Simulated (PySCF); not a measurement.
Ionisation energy of Fe by level of theory

Fe [Ar] 3d6 4s2 (5D) → Fe+ [Ar] 3d6 4s1 (6D), as a difference of total energies. Computed with PySCF 2.14 in Sapporo-DKH3-DZP-2012 (6s4p3d1f, 40 functions), with scalar relativity by spin-free X2C-1e. Correlated levels: valence: [Ar] frozen. The calculations carry no spin-orbit coupling.

| method | ionisation energy (eV) | error (eV) |
| --- | --- | --- |
| UHF | 6.466 | -1.438 |
| MN15 | 8.057 | +0.153 |
| LDA | 8.207 | +0.303 |
| MP2 (valence) | 7.426 | -0.478 |
| SCS-MP2 (valence) | 7.583 | -0.321 |

Reference: 7.904 eV (measured; NIST levels, between the centres of gravity of the two terms).

Errors of the correlated levels include the incompleteness of this basis and the frozen core.

MP2 underrates the near-degeneracy of ns² with np² in the lower species.
